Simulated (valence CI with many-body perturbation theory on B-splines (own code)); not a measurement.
Missing levels of Mo10+

Computed by configuration interaction combined with many-body perturbation theory (CI+MBPT): four valence electrons over a frozen Dirac-Fock core [Ar] 3d10, radial functions for each j: 11 s, 11 p, 9 d, 7 f, 5 g, 2 h, 1 i, with the one-electron correlation potential Σ1, the two-electron term Σ2, the three-electron term Σ3, Breit, model QED; selected CI, second order for the rest, scaled by the run's own slope (own B-spline code, finite nucleus).

No measured spectrum was set against this ion. As an estimate, levels hold to about 250 cm⁻¹ or 0.2 % of their energy and the worst to 1 %, as in measured heavy ions of charge 2 to 7; those with d or f electrons hold less well.

```tsv
Level	E (eV)
4s2 4p2 3P_0	0.000
4s2 4p2 3P_1	?
4s2 4p2 3P_2	?
4s2 4p2 1D_2	6.792
4s2 4p2 1S_0	?
4s 4p3 5S°_2	24.913
4s 4p3 3D°_1	31.031
4s 4p3 3D°_2	31.157
4s 4p3 3D°_3	?
4s 4p3 3P°_0	35.204
4s 4p3 3P°_1	?
4s 4p3 3P°_2	35.879
4s 4p3 1D°_2	?
4s 4p3 3S°_1	41.529
4s 4p3 1P°_1	45.308
4s2 4p 4d 3F°_2	47.345
4s2 4p 4d 3F°_3	48.679
4s2 4p 4d 3F°_4	50.748
4s2 4p 4d 3P°_2	51.534
4s2 4p 4d 3D°_1	52.703
```

Names give the largest LS component (configuration and term), which can be under half, so a name can repeat, a term be missing and a line seem to break the LS rules; names also repeat where a configuration has a term twice.

(1) The levels stand in rising order. What does the calculation give for the missing energies?

Results:

(1) 4s2 4p2 3P_1 2.184; 4s2 4p2 3P_2 3.367; 4s2 4p2 1S_0 10.533; 4s 4p3 3D°_3 32.024; 4s 4p3 3P°_1 35.513; 4s 4p3 1D°_2 39.686.
